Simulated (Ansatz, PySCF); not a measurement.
Gas-phase reaction (SMILES): [SiH3]O[SiH3] + 2 [H][H] (H2) → O (H2O) + 2 [SiH4] (SiH4); energy of full hydrogenation.

Structures are relaxed separately at B3LYP-D3(BJ)/def2-TZVP in Ansatz (a program for electronic structure). Correlated levels leave the core frozen unless marked. Spin-orbit coupling is left out. Non-relativistic. Basis-set limits of correlation are two-point, X^-3; Hartree-Fock from the larger set. Thermal terms are rigid-rotor harmonic-oscillator values from B3LYP-D3(BJ) frequencies (Ansatz or PySCF) at 298.15 K and 1 atm. 1 Eh = 627.5095 kcal/mol.

| species | E, CCSD(T)/CBS(cc-pV(T+d)Z,cc-pV(Q+d)Z) (Ansatz) (Eh) | E, PBE0-D4/def2-TZVPD (Ansatz + dftd4) (Eh) | H - E (Eh) |
|---|---|---|---|
| [SiH3]O[SiH3] | -656.99911 | -657.60854 | 0.06197 |
| [H][H] (H2) | -1.17450 | -1.16831 | 0.01336 |
| O (H2O) | -76.37426 | -76.38102 | 0.02495 |
| [SiH4] (SiH4) | -291.45815 | -291.75741 | 0.03520 |

**Question.** Work out ΔE and ΔH at 298.15 K at the first level, then ΔH at the second.

**Answer.** 
1. ΔE = [(-76.37426) + 2×(-291.45815)] - [(-656.99911) + 2×(-1.17450)] = 0.05755 Eh = 36.1 kcal/mol at CCSD(T)/CBS(cc-pV(T+d)Z,cc-pV(Q+d)Z).
2. The terms H - E add up to 0.00666 Eh, so ΔH = (0.05755 + (0.00666))×627.5095 = 40.3 kcal/mol.
3. At PBE0-D4/def2-TZVPD the same steps give ΔE = 30.9 and ΔH = 35.1 kcal/mol, a shift of -5.2 from the first level.
4. These values are not checked against measurement here, since the tables used lack a sound gas-phase enthalpy of formation for at least one species.
